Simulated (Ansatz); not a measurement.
Ansatz (an electronic-structure program) input (PBE0/LANL2DZ): The .json file is the Basis Set Exchange's LANL2DZ.

Ansatz 0.2 input:
```yaml
crystal:
  periodic: [false, false, false]
  atoms:
    - {symbol: Pb, position_ang: [0.02086656, 0.01693308, 1.04302313]}
    - {symbol: I, position_ang: [1.18065540, -2.06159459, -0.79755337]}
    - {symbol: I, position_ang: [-1.21293952, 2.03539625, -0.81618054]}
basis:
  gaussian:
    orbitals: LANL2DZ.json
hamiltonian:
  xc: {name: PBE0}
total_charge: -1
magnetization: {spin_polarized: true, initial_magnetization: 1}
output: {forces: true}
```

Output:

```
WARN ansatz: RAYON_NUM_THREADS=1 ignored (pool sized by the plan → 1); use --threads N
Functional definition: PBE0
integrals: 0.01 GiB planned
366 factors; integrals over basis functions are off by at most 2.1e-4 eV
mean field: 0.10 GiB planned
mean field evaluation 1: about -719.2010 eV, gradient 2.9e0 eV
mean field evaluation 2: about -719.2856 eV, gradient 2.0e0 eV
mean field evaluation 4: about -719.3461 eV, gradient 7.9e-2 eV
mean field evaluation 8: about -719.3444 eV, gradient 5.2e-3 eV
mean field evaluation 16: about -718.6463 eV, gradient 2.1e0 eV
mean field -719.34443916 eV, -26.4354205499 hartree, gradient 2.2e-5 eV, S^2 0.751938; 1 other end points of the search recorded, 0 dependent functions left out
the calculation of the forces begins
reference -719.34446262 eV, -26.4354214123 hartree; 10, 9 occupied and 14, 15 virtual orbitals, 366 factors
Total energy: -719.34446262 eV, -26.4354214123 hartree
Atom 0 at     0.020867     0.016933     1.043023 Å, force     0.001226     0.000995     0.061301 eV/Å
Atom 1 at     1.180655    -2.061595    -0.797553 Å, force     0.040148    -0.070267    -0.030333 eV/Å
Atom 2 at    -1.212940     2.035396    -0.816181 Å, force    -0.041374     0.069271    -0.030968 eV/Å
Dipole moment:     0.018001     0.014607     0.899772 e Å
```

The dipole moment of an ion depends on the origin.
